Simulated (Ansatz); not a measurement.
In₁₃As₁₃H₃₀, a nanocrystal cut from zinc blende InAs (hydrogen-capped), relaxed as a singlet with RKS r2SCAN-D4/def2-SVP in Ansatz, starting from a model built from a lattice or polyhedron. Force threshold 0.03 eV/Å.

In the def2 sets In takes a core potential; there is no spin–orbit coupling. Single mean-field runs in def2-SVP are fitted with def2-universal-jkfit.

Start:

```xyz
56

In    0.3797    0.0441    3.2582
In    0.0208    4.0812    1.8680
In    3.8740    2.5002    2.8367
In    3.2021   -0.7842    0.1506
In    2.8256    3.2619   -1.2373
In   -3.4972    1.6206    2.2956
In   -3.1025   -2.4105    3.7138
In   -0.2659   -3.2319    0.5716
In   -4.1315   -1.6566   -0.3374
In   -0.6557    0.8005   -0.8153
In    2.1280   -0.0332   -3.9369
In   -1.3378   -2.4860   -3.5283
In    2.5373   -4.0638   -2.5058
As    1.3038    2.4810    3.4997
As   -2.1735    0.0223    3.9277
As   -2.5514    4.0652    2.5133
As    0.6585   -0.7905    0.7832
As    0.2881    3.2549   -0.6023
As    4.1337    1.6402    0.3682
As    3.4723   -1.6170   -2.3006
As    3.0967    2.4337   -3.7190
As   -3.1973    0.7968   -0.1619
As   -2.8395   -3.2212    1.2283
As   -0.0013   -4.0533   -1.8989
As   -3.8522   -2.4830   -2.8579
As   -0.4061   -0.0234   -3.2856
H     1.2563   -1.0243    4.3460
H     0.6003    5.6924    2.0306
H     4.7264    1.4521    3.8984
H     4.4926    4.1136    2.9736
H     4.0676   -1.8320    1.2168
H     3.4382    4.9088   -1.1069
H    -5.1847    1.6275    2.7343
H    -2.2349   -3.4835    4.7759
H    -4.7813   -2.4302    4.1194
H     0.5693   -4.2766    1.6719
H    -5.8616   -1.6648    0.0316
H     2.3519   -0.5856   -5.5737
H    -1.1436   -3.0194   -5.1364
H     3.4097   -5.1241   -1.4524
H     2.6808   -4.5931   -4.1536
H     1.1555    2.9960    4.8860
H    -2.3198    0.5317    5.3561
H    -2.7016    4.5355    3.9505
H    -3.3067    4.9868    1.5778
H    -0.4865    4.1736   -1.5243
H     5.6008    1.6761    0.0121
H     4.9386   -1.6083   -2.7016
H     4.5668    2.4258   -4.0917
H     2.3261    3.3560   -4.6577
H    -3.9935    1.7109   -1.1041
H    -3.3535   -4.6782    1.1146
H    -0.5519   -5.4471   -1.9890
H    -4.4099   -3.8928   -2.9877
H    -4.6188   -1.5717   -3.7915
H    -1.1410    0.8972   -4.2526
```

(1) Estimate the energy that the relaxation releases and the steps that it takes.

(2) Does the start keep its bonding?

(3) Predict the relaxed structure.

Results:

(1) 226.3 kJ/mol, in 6 steps; 63 s on 11 threads of AMD EPYC 7R13 on a shared host and a whole NVIDIA H100 80GB HBM3. No frequencies were taken in this run, so the end may be a saddle point.

(2) By distances, no bond broke or formed. The bond that changes most is In13–As24, from 2.61 to 2.72 Å (atoms count from 1).

(3) 
Cartesian coordinates in Å:
```
In 0.421 -0.005 3.369
In 0.151 4.294 1.907
In 4.091 2.656 3.008
In 3.284 -0.837 0.210
In 2.932 3.484 -1.161
In -3.735 1.557 2.392
In -3.298 -2.554 3.929
In -0.249 -3.324 0.649
In -4.386 -1.666 -0.250
In -0.606 0.731 -0.740
In 2.191 -0.166 -4.153
In -1.239 -2.580 -3.727
In 2.685 -4.291 -2.689
As 1.397 2.482 3.338
As -2.216 -0.063 3.788
As -2.458 3.930 2.482
As 0.703 -0.847 0.860
As 0.358 3.202 -0.518
As 4.011 1.722 0.454
As 3.323 -1.672 -2.327
As 3.045 2.329 -3.595
As -3.183 0.709 -0.077
As -2.828 -3.093 1.305
As 0.098 -3.943 -1.927
As -3.749 -2.449 -2.750
As -0.317 -0.124 -3.244
H 1.255 -0.982 4.527
H 0.578 5.964 1.980
H 4.809 1.428 3.983
H 4.479 4.338 2.916
H 4.257 -1.856 1.213
H 3.480 5.119 -1.223
H -5.418 1.742 2.727
H -2.219 -3.529 4.855
H -5.006 -2.352 4.104
H 0.553 -4.462 1.674
H -6.097 -1.621 -0.030
H 2.337 -0.514 -5.837
H -1.240 -3.031 -5.392
H 3.472 -5.190 -1.446
H 2.672 -4.573 -4.394
H 1.152 2.985 4.748
H -2.373 0.501 5.188
H -2.693 4.508 3.860
H -3.276 4.957 1.727
H -0.430 4.083 -1.467
H 5.457 1.732 -0.004
H 4.786 -1.579 -2.719
H 4.481 2.423 -4.066
H 2.471 3.286 -4.619
H -3.906 1.636 -1.034
H -3.382 -4.490 1.095
H -0.528 -5.318 -2.059
H -4.383 -3.806 -2.967
H -4.620 -1.699 -3.736
H -1.093 0.821 -4.139
```
Bond lengths (bridged metal pairs left out): 37 × As–In 2.60 to 2.72 Å; 15 × H–In 1.72 to 1.73 Å; 15 × As–H 1.51 to 1.52 Å.
